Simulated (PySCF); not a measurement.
PySCF input file for ScCl2, SMILES [Cl][Sc+][Cl], charge +1, KT2/pcSseg-2. Geometry: PBE0-D3(BJ)/def2-TZVP. The spin state was assumed, not searched. The isomer is the one that the SMILES or the coordinates give; other isomers of the formula were not compared.

```python
import numpy as np
from pyscf import gto, scf, dft
from pyscf.prop.nmr import rks as nmr

mol = gto.M(
    atom='''
    Sc    0.00000000   -0.00000000    0.72615656
    Cl    0.00000000    1.83845695   -0.44850846
    Cl    0.00000000   -1.83845694   -0.44850846
    ''',
    basis='pcSseg-2',
    charge=1,
    spin=0,
    max_memory=1600,
    verbose=3,
)
mf = dft.RKS(mol, xc='kt2')
mf.grids.level = 3
mf.conv_tol = 1e-10
mf.max_cycle = 100
mf.kernel()
n = nmr.NMR(mf)
n.verbose = 2
n.max_cycle_cphf = 60
sigma = n.kernel()
print('atom   isotropic/ppm   span/ppm')
for i, s in enumerate(sigma):
    w = np.linalg.eigvalsh((s + s.T) / 2)
    print(f'{mol.atom_symbol(i):2s}{i + 1:3d} {w.mean():14.3f} {w[2] - w[0]:11.3f}')
```

Output:

```
converged SCF energy = -1692.37484607565
atom   isotropic/ppm   span/ppm
Sc  1        267.708    1053.696
Cl  2       -154.283    1972.465
Cl  3       -154.274    1972.451
```

The run converged.
